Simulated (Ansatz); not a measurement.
Compare A (`[SiH3]C1=NCO1`) with its isomer B (`O=C/N=C\[SiH3]`).

Calculated with Ansatz (gas phase, PBE0-D4/def2-TZVP geometries, no zero-point term in ΔE). CCSD(T)/CBS is the MP2 limit (def2-TZVPP, def2-QZVPP) plus CCSD(T) − MP2 in def2-TZVPP, frozen cores. DFT in def2-TZVPP. B3LYP here is the variant with VWN-RPA as its local correlation; programs differ in this. One conformer a species, not always the lowest.

Problem. Which isomer does CCSD(T)/CBS put lower? Give the gap. (An estimate is asked.)

Solution. Computed: B, by 14.5 kcal/mol.

Problem. Give E(B) − E(A) in kcal/mol with PBE-D4, HF/def2-TZVPP, ωB97M-V, PBE0-D4, MP2/def2-TZVPP, B3LYP-D4, B3LYP. (An estimate is asked.)

Solution. Computed: PBE-D4 -14.8, HF/def2-TZVPP -19.8, ωB97M-V -14.5, PBE0-D4 -13.3, MP2/def2-TZVPP -13.3, B3LYP-D4 -18.6, B3LYP -18.0. None reverses the order clearly.

Largest T1 diagnostic: 0.017.

In def2-TZVPP, CCSD(T) changes the Hartree–Fock value by +5.0 kcal/mol (the triples alone add +0.1 kcal/mol) and MP2 by +6.5 kcal/mol. From PBE to PBE0 (25 % exact exchange), in def2-TZVPP and without D4, E(B) − E(A) moves by +1.5 kcal/mol.
